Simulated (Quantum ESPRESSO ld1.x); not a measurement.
Values are calculated unless marked as measured or tabulated.
One sound ld1.x (Quantum ESPRESSO 7.5) input for the selenium ion Se2+ gives E = -2396.9848 hartree in 26 iterations:

```
 &input
    zed=34.0,
    iswitch=1,
    rel=0,
    lsd=1,
    dft='SLA-VWN',
    config='[Ar] 3d10 4s2 4p2',
    verbosity='high',
    prefix='ld1',
    max_out_wfc=37,
    file_charge='ld1.rho',
 /
```

Changed or added lines, one case at a time, and what came of them:

- config='[Ar] 3d10 4s2 4p2 5g1': refused. The program stops in el_config with "l not found:G": the config string knows s, p, d and f alone.
- config='[Ar] 3d10 4s2 4p2 8s1': refused. The program stops in el_config with "wrong main quantum number": the config string takes n from 1 to 7 alone.
- zed=104.0: refused. The program stops in ld1_readin with "wrong nuclear charge zed: 104.00": zed must lie above 0 and at most 103.
- config='[Ar] 3d10 4s2 4p2 1p1': refused. The program stops in el_config with "main/angular quantum number mismatch": l must be smaller than n.
- rel=2 cau_fact=27.03 (without lsd): crashed. The program stops in dirsol with "no classical turning point found": with c below Z the Dirac equation of a point nucleus has no 1s solution.
- tr2=1e-2: inaccurate. The cycle stops early, after 5 iterations, and the energy is off by +0.7493 hartree against the sound run.
- isic=1 latt=1: refused. The program stops in ld1_readin with "isic and latter correction not allowed": the two corrections exclude each other.
